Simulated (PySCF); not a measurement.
H₃Cl₂HfOSi, charge +1, singlet, at the geometry of the source list (the multiplicity is a formal guess) (core potentials on Hf). Base run: M062X/def2-SVP run with PySCF.

Input for PySCF:
```python
from pyscf import gto, scf, dft

mol = gto.M(
    atom='''
Hf    0.95880000    0.02130000    1.49190000
Cl    0.32810000   -0.74760000    3.48090000
Cl    1.31160000    2.18530000    1.86010000
O    -0.33520000   -0.11840000    0.17100000
Si   -0.55710000   -0.29870000   -1.49290000
H    -0.08010000    0.97970000   -2.05070000
H    -1.97430000   -0.58950000   -1.66540000
H     0.34820000   -1.43220000   -1.79480000
''',
    basis='def2-svp',
    ecp={'Hf': 'def2-svp'},
    charge=1,
    verbose=4,
)

mf = dft.RKS(mol)
mf.xc = 'm062x'
mf.kernel()
```

The base run was repeated with changes; each row names its change, and settings that it needs were set with it.

| change | ΔE vs base (mEh) | fitting functions | outcome |
|---|---|---|---|
| base | 0.000 | - | converged |
| auxbasis = def2-universal-jkfit | 0.019 | 742 | converged |
| only_dfj = on; auxbasis = def2-universal-jfit | -0.528 | 324 | converged |
| auxbasis = def2-svp-ri | - | - | input refused |
| auxbasis = cc-pvdz-jkfit | - | - | input refused |
| auxbasis = even-tempered beta=3.0 | -12.382 | 627 | converged |
| auxbasis = cc-pvtz-ri | - | - | input refused |
| exchange = seminumerical (SGX) (with mf = sgx.sgx_fit(mf, auxbasis='def2-universal-jfit'); with mf.with_df.dfj = True) | -0.512 | 324 | converged |
| auxbasis = cc-pvqz-jkfit | - | - | input refused |
| auxbasis = even-tempered beta=2.0 | -0.105 | 922 | converged |

A fitting set is made for a task (jfit for Coulomb, jkfit for Coulomb and exchange, ri for correlation) and for a family of orbital bases.

- auxbasis = def2-svp-ri: ended with `pyscf.lib.exceptions.BasisNotFoundError: Basis set not found for Hf in def2-svp-ri`
- auxbasis = cc-pvdz-jkfit: ended with `pyscf.lib.exceptions.BasisNotFoundError: Basis set not found for Hf in cc-pvdz-jkfit`
- auxbasis = cc-pvtz-ri: ended with `pyscf.lib.exceptions.BasisNotFoundError: Basis set not found for Hf in cc-pvtz-ri`
